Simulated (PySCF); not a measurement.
Si(H)(Cl)(OH)2, H₃ClO₂Si, SMILES O[SiH](Cl)O (B3LYP/def2-SVP optimised geometry):

```
7

Si    -0.751    -0.729     0.000
O     -1.293     0.824     0.000
O      0.903    -0.729     0.000
Cl    -1.368    -1.773    -1.698
H     -1.353    -1.375     1.178
H     -0.893     1.441    -0.625
H      1.353    -1.441    -0.469
```

Calculation: B3LYP/def2-TZVP (PySCF).

**Question.** What are the frontier orbital energies and the dipole moment?

**Answer.** HOMO-2 -9.25 eV, HOMO-1 -9.02 eV, HOMO -8.93 eV, LUMO 0.20 eV, LUMO+1 0.50 eV; dipole moment 1.44 D.

On the same geometry PySCF 2.14.0 with PBE/def2-TZVP gives HOMO-2 -7.88 eV, HOMO-1 -7.83 eV, HOMO -7.69 eV, LUMO -0.34 eV, LUMO+1 -0.09 eV; dipole moment 1.45 D.

Meta-Löwdin charges at B3LYP/def2-TZVP: Si1 1.23, O2 -0.74, O3 -0.75, Cl4 -0.33, H5 -0.12, H6 0.36, H7 0.36.
